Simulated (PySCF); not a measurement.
Job file and geometry (Å, from GFN2-xTB) of an NMR shielding run on `C#CC(=O)CB(F)F`, C4H3BF2O, GIAO PBE0/pcSseg-1 NMR shielding, non-relativistic, gas phase in PySCF; density fitting, a coarse starting grid and PySCF grid level 2 are the driver's defaults:

```
$ OMP_NUM_THREADS=1 python probes_run.py task.json out

{"job": {"kind": "nmr", "xc": "PBE0", "basis": "pcSseg-1"}, "charge": 0, "multiplicity": 1}
C      2.355588     0.132804     0.967809
C      1.445980     0.414392     0.236239
C      0.370923     0.780781    -0.644678
O      0.278795     1.857524    -1.172370
C     -0.652391    -0.335140    -0.829575
B     -1.589625    -0.420111     0.443354
F     -1.143045    -0.792284     1.623459
F     -2.866249    -0.117270     0.414623
H      3.143699    -0.123119     1.614100
H     -1.230583    -0.122349    -1.728532
H     -0.107668    -1.272558    -0.950393
```

Question: Write the output of this run.

Answer: 
```
coarse grid: 10552 points
cycle   1  E = -453.2587555484  dE =  1.264e+00  |g| = 9.893e-01  |ddm| = 3.210e+00
cycle   2  E = -452.7632164370  dE =  4.955e-01  |g| = 1.904e+00  |ddm| = 3.474e+00
cycle   3  E = -453.4230135799  dE = -6.598e-01  |g| = 2.933e-01  |ddm| = 2.765e+00
cycle   4  E = -453.4398976953  dE = -1.688e-02  |g| = 7.745e-02  |ddm| = 3.126e-01
cycle   5  E = -453.4407438137  dE = -8.461e-04  |g| = 2.419e-02  |ddm| = 7.186e-02
cycle   6  E = -453.4408557515  dE = -1.119e-04  |g| = 5.786e-03  |ddm| = 1.854e-02
cycle   7  E = -453.4408611020  dE = -5.350e-06  |g| = 2.519e-03  |ddm| = 5.552e-03
final grid: 106576 points
cycle   8  E = -453.5085367572  dE = -3.280e-05  |g| = 1.410e-02  |ddm| = 3.493e-02
cycle   9  E = -453.5084024083  dE =  1.343e-04  |g| = 2.991e-02  |ddm| = 3.977e-02
cycle  10  E = -453.5085748177  dE = -1.724e-04  |g| = 1.729e-03  |ddm| = 2.878e-02
cycle  11  E = -453.5085753770  dE = -5.593e-07  |g| = 4.581e-04  |ddm| = 1.282e-03
cycle  12  E = -453.5085754073  dE = -3.032e-08  |g| = 2.859e-04  |ddm| = 5.709e-04
cycle  13  E = -453.5085754273  dE = -1.992e-08  |g| = 4.410e-05  |ddm| = 2.128e-04
cycle  14  E = -453.5085754276  dE = -3.727e-10  |g| = 1.399e-05  |ddm| = 4.249e-05
converged SCF energy = -453.5085754276

GIAO shielding tensors (ppm)
atom      isotropic    diamagn.    paramagn.     s11        s22        s33       span
  0 C       96.934     257.962    -161.028     37.393     49.366    204.043    166.650
  1 C      102.921     263.635    -160.714     -0.597     14.807    294.554    295.150
  2 C        3.925     242.390    -238.465    -95.581      8.305     99.049    194.629
  3 O     -369.748     396.042    -765.790   -984.787   -472.012    347.554   1332.341
  4 C      144.407     258.129    -113.722    110.369    138.351    184.501     74.132
  5 B       75.206     191.699    -116.494     59.540     81.197     84.880     25.340
  6 F      232.933     469.068    -236.136     53.407    278.212    367.179    313.772
  7 F      230.486     465.286    -234.801     56.964    285.463    349.030    292.065
  8 H       28.741      33.646      -4.905     24.817     25.403     36.003     11.186
  9 H       29.091      30.722      -1.632     26.313     27.831     33.128      6.816
 10 H       28.802      30.491      -1.689     26.220     28.820     31.364      5.144
```

Size and cost of the density-fitted run: 151 basis functions, 37 s wall time on 1 thread of an Arm Neoverse N1, shared host; peak memory 0.7 GiB.
